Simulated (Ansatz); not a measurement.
Consider the ligand exchange at a B–O bond: `OB(F)O[SiH3]` + `[SiH3]S` → `OB(F)S[SiH3]` + `O[SiH3]`.

Computed with Ansatz on PBE0-D4/def2-TZVP structures; ΔE is electronic, products minus reactants. CCSD(T)/CBS adds triple-zeta CCSD(T) − MP2 to the extrapolated MP2 energy (def2 sets, frozen cores). Functionals use def2-TZVPP. B3LYP here is the variant with VWN-RPA as its local correlation; programs differ in this. Each species was taken in one conformer, which may not be the lowest.

CCSD(T)/CBS gives +68.8 kJ/mol.

(1) Another level gave +68.3 kJ/mol. Which?
A. HF/def2-TZVPP
B. ωB97X-V/def2-TZVPP
C. B3LYP/def2-TZVPP
D. PBE/def2-TZVPP

Largest T1 diagnostic among the species: 0.013.

## Answers

(1) B. ωB97X-V 68.3, B3LYP 75.0, PBE 59.6, HF/def2-TZVPP 93.0 kJ/mol.

In def2-TZVPP, CCSD(T) changes the Hartree–Fock value by −22.1 kJ/mol (the triples alone add −4.5 kJ/mol) and MP2 by −27.8 kJ/mol. From PBE to PBE0 (25 % exact exchange), in def2-TZVPP and without D4, ΔE moves by +5.8 kJ/mol. The D4 term adds −3.6 kJ/mol with B3LYP and −1.8 kJ/mol with PBE0; it sums over pairs of atoms, weighted by their polarisabilities, and B3LYP, whose exchange is more repulsive, gets the larger term.
